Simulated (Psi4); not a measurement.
F₂Mn, sextet, at a GFN2-xTB geometry (such geometries of metal compounds can be far from the true shape). Base run: HF/pcseg-1 (Psi4).

Psi4 was given this input:
```
memory 2 GB

molecule mol {
0 6
  Mn    0.009789    0.000267   -0.001718
  F    -0.241809    1.281989   -1.098969
  F     0.214616   -1.282730    1.103741
}

set basis pcseg-1
set reference uhf

energy('scf')
print_variables()
```

Variants of this job, named by their change:

| change | basis functions | E (Eh) | dipole (D) | outcome |
|---|---|---|---|---|
| base | 59 | -1348.59743 | 0.15 | converged |
| basis = cc-pVDZ-DK; relativity = spin-free X2C (with scf_type pk) | 71 | -1356.54436 | 0.14 | converged |
| basis = cc-pVTZ-DK; relativity = none (with scf_type pk) | 128 | - | - | cut at the time limit |
| basis = cc-pVTZ-DK; relativity = spin-free X2C (with scf_type pk) | 128 | - | - | cut at the time limit |
| basis = cc-pVDZ-DK; relativity = none (with scf_type pk) | 71 | -1345.44322 | 0.14 | converged |

Totals shift with the method and basis; they matter in differences.

Open shells are given as the SCF converged; they aren't shown to be the lowest states, and a large step between rows can be another state.

Basis sets contracted for a relativistic Hamiltonian are a mismatch without it, so the rows without relativity aren't non-relativistic limits. No row has spin-orbit coupling; sets with core potentials leave out the core electrons.
